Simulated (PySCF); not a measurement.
Species: C₅H₄F₄.
Bonds: F1–C2, C2–C3 (double), C3–C4, C4–F5, C4–F6, C4–F7, C3–C8, C8–C9, C2–C9. Hydrogens: H10, H11 on C8; H12, H13 on C9.

Method: TDDFT CAM-B3LYP/def2-SVPD, vertical, gas phase, core orbitals frozen in the response (PySCF 2.14.0, density-fitted response routines). Geometry: GFN2-xTB; no solvent, vibrations or thermal averaging. Torsions of this conformer, `[F:1][C:2]1=[C:3]([C:4]([F:5])([F:6])[F:7])[CH2:8][CH2:9]1`: C2–C3–C4–F5 -121°.

| state | E (eV) | λ (nm) | f | \|μ\| (D) | symmetry | main configurations (H = HOMO, L = LUMO) |
| --- | --- | --- | --- | --- | --- | --- |
| S1 | 7.16 | 173.1 | 0.291 | 3.27 | A′ | H→L (96%) |
| S2 | 7.38 | 168.1 | 0.0031 | 0.33 | A″ | H→L+1 (84%) |
| S3 | 7.97 | 155.6 | 0.015 | 0.70 | A″ | H→L+2 (81%), H→L+1 (9%) |
| S4 | 8.16 | 151.9 | 0.0002 | 0.08 | – | H-1→L (89%) |
| S5 | 8.48 | 146.3 | 0.015 | 0.68 | A″ | H→L+3 (88%) |
| S6 | 8.75 | 141.7 | 0.0000 | 0.01 | – | H-2→L (80%), H-4→L (12%) |
| S7 | 9.05 | 137.0 | 0.058 | 1.30 | A′ | H→L+4 (96%) |
| S8 | 9.12 | 136.0 | 0.0004 | 0.11 | – | H-4→L (32%), H→L+9 (30%), H→L+6 (26%) |

Triplets, Tamm–Dancoff:

```csv
state,E (eV),λ (nm),"main configurations (H = HOMO, L = LUMO)"
T1,4.36,284.6,H→L (95%)
T2,7.17,172.9,"H→L+1 (78%), H→L+2 (9%)"
T3,7.66,161.8,H-1→L (88%)
```

The lowest singlet comes at 173 nm (691 kJ/mol) in the vacuum ultraviolet; it is strong; its leading configuration is HOMO→LUMO (96%). The lowest level is also the most intense of those listed (f = 0.291). Löwdin shares by element: HOMO carbon 69% or more, fluorine 11% or more (atoms not listed hold the other 20%); LUMO carbon 66% or more, fluorine 8% or more (atoms not listed hold the other 26%). Of the 8 states listed, 4 reach f = 0.01 and 3 stay under 0.0005. Orbital energies (eV): HOMO-3 -12.56, HOMO-2 -12.27, HOMO-1 -11.73, HOMO -9.39, LUMO 0.68, LUMO+1 1.10, LUMO+2 1.55. Weighted by f, the mean energy of these states is 7.54 eV. Symmetry labels in Cs follow from the direction of the transition dipole and are given only for states with f of 0.002 or more. The window holds the lowest 8 singlets.

Time: 45 s. Hardware: one thread of an x86-64 server, no GPU, shared host.
